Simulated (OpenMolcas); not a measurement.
An atom or ion with 27 electrons was computed by MS-CASPT2, IPEA 0.25 Eh, imaginary shift 0.1 Eh with spin-orbit coupling (OpenMolcas, ANO-RCC-VTZP, DKH2). The lowest levels that the run gave, each within 12 % of the measured value where one is at hand:

```tsv
J	Parity	E (cm-1)	g
5/2	even	0.0	1.200
3/2	even	2190	0.800
9/2	even	64670	1.334
7/2	even	65800	1.231
5/2	even	66920	1.024
3/2	even	67670	0.403
7/2	even	68650	1.151
5/2	even	70480	0.866
```

Question: Which ion is it, and what are the configurations and terms?

Answer: Cu²⁺ (Z = 29, charge +2; active space 9 electrons in 6 orbitals (3d 4s)). J, parity and g give the terms where levels are pure, and mixed ones are named by the computed weights; the size of the splittings, set against known spectra of the 27-electron sequence, gives the charge. In order, with the measured energies in cm-1 (Sugar and Musgrove, J. Phys. Chem. Ref. Data 19, 527 (1990)): 3d9 2D 5/2, 3d9 2D 3/2 (2072), 3d8 4s 4F 9/2 (60805), 3d8 4s 4F 7/2 (62065), 3d8 4s 4F 5/2 (63149), 3d8 4s 4F 3/2 (63887), 3d8 4s 2F 7/2 (67017), 3d8 4s 2F 5/2.

CASPT2 breaks the degeneracy within a term, and the mean is taken; among the terms shown or strongly mixed into the levels shown the widest spread is 710 cm-1 (3d8 4s 2F). Some levels mix across a computed gap that differs much from the measured one, so their mixing is not that of the real levels. A single d shell beside an s shell can misplace configurations of different d count against each other. Computed and measured levels are paired by configuration, term and J; levels that our copy of the source lacks, or whose pairing is in doubt (as where it misses far off the trend of its configuration), stay unpaired and out of the deviations. Only configurations of the active space appear.
